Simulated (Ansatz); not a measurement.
```yaml
crystal:
  periodic: [false, false, false]
  atoms:
    - {symbol: Ge, position_ang: [-0.633249, -0.729576, 2.115621]}
    - {symbol: Ge, position_ang: [2.135405, -0.689651, -0.686995]}
    - {symbol: Ge, position_ang: [-0.631137, 2.114334, -0.735003]}
    - {symbol: P, position_ang: [-1.881487, 0.675638, 0.672671]}
    - {symbol: Ge, position_ang: [0.704240, 0.634898, -2.136771]}
    - {symbol: Ge, position_ang: [0.703216, -2.135321, 0.640967]}
    - {symbol: H, position_ang: [-1.734725, -1.393537, 2.952916]}
    - {symbol: H, position_ang: [0.136466, 0.325001, 2.923731]}
    - {symbol: H, position_ang: [3.095262, -1.537607, -1.532235]}
    - {symbol: H, position_ang: [2.906406, 0.251480, 0.251827]}
    - {symbol: H, position_ang: [-1.731382, 2.951454, -1.401232]}
    - {symbol: H, position_ang: [0.139027, 2.923743, 0.318236]}
    - {symbol: H, position_ang: [-2.714691, -0.134057, -0.135726]}
    - {symbol: H, position_ang: [-2.829584, 1.421094, 1.415733]}
    - {symbol: H, position_ang: [-0.305209, -0.236950, -2.901214]}
    - {symbol: H, position_ang: [1.474320, 1.553063, -3.095807]}
    - {symbol: H, position_ang: [-0.305578, -2.902431, -0.229285]}
    - {symbol: H, position_ang: [1.472701, -3.091555, 1.562556]}
basis:
  gaussian: {orbitals: def2-TZVP, initial_orbitals: start.molden}
total_charge: 1
hamiltonian: {xc: {name: CAM-B3LYP}, dispersion: d4}
scf: {omitted_lower_state_checks: [starts]}
output: {orbitals: {seedname: orbitals}}
```

The file start.molden holds the orbitals of an earlier run on this structure, at another level or in another basis.

```sh
$ ansatz run in.yaml --threads 4 --pin off --events-out ev --progress --plain --max-ram 4787MiB
```

Does this run fit into the memory that it is given?

No. It has 349 basis functions, and Ansatz plans for 6 GiB where 5 GiB are given.
